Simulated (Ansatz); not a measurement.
Computed with Ansatz on PBE0-D4/def2-TZVP structures; ΔE is electronic, products minus reactants. CBS: MP2 limit from def2 TZ/QZ plus the TZ coupled-cluster correction, frozen cores. Functionals use def2-TZVPP. One conformer a species, not always the lowest.

Reaction (redistribution): `CC[SiH2]N` + `C[Si](O)([SiH3])Cl` → `CC[SiH2][SiH3]` + `C[Si](N)(O)Cl`

```
          level  ΔE (kJ/mol)
        ωB97X-V        -32.4
CCSD/def2-TZVPP        -33.4
```

(1) What does CCSD(T)/CBS give? (Estimate.)

Largest T1 diagnostic among the species: 0.011.

Answers

(1) The calculation gave: -32.9 kJ/mol. The listed levels differ from it by 0.5, -0.5 kJ/mol.

At CCSD(T), def2-SVP lies −3.4 kJ/mol from the extrapolated value and def2-TZVPP −0.8 kJ/mol. Leaving LDA and LC-ωPBE aside and taking each functional with its dispersion term where it has one, the values, not all of them listed here, spread over 5.7 kJ/mol, from B97M-V to BLYP-D4. LDA lies −5.0 kJ/mol from PBE without D4. From BLYP to BHLYP (50 % exact exchange), in def2-TZVPP and without D4, ΔE moves by −3.4 kJ/mol.
